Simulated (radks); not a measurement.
Polarisability of the osmium ion Os+, [Xe] 4f14 5d6 6s1, at imaginary frequency. Method: scalar-relativistic Kohn-Sham, PBE, spin-unpolarised, spherical densities, finite nucleus; Fermi nuclear charge, rms radius 5.4126 fm; computed with a radial shooting solver on a logarithmic mesh with Libxc functionals. Response by self-consistent Sternheimer equations with the Hartree and adiabatic LDA kernel, the relativistic mass of each level held fixed and spin-orbit coupling left out.

| w (hartree) | alpha1(iw) (bohr^3) |
|---|---|
| 0.00266 | 27.75 |
| 0.0143 | 27.69 |
| 0.0360 | 27.38 |
| 0.0697 | 26.44 |
| 0.118 | 24.39 |
| 0.186 | 21.03 |
| 0.280 | 16.83 |
| 0.413 | 12.65 |
| 0.605 | 9.053 |
| 0.892 | 6.163 |
| 1.35 | 3.910 |
| 2.12 | 2.227 |
| 3.59 | 1.078 |
| 6.94 | 0.4105 |
| 17.5 | 0.1009 |

Static values: alpha1 = 27.75 bohr^3 (4.112 angstrom^3; uncoupled 49.68). C6 = 231.5, triple-dipole C9 = 4322 atomic units. One-pole (London) frequency 4 C6 / (3 alpha1^2) = 0.401 hartree, against 0.483 for minus the highest occupied eigenvalue.
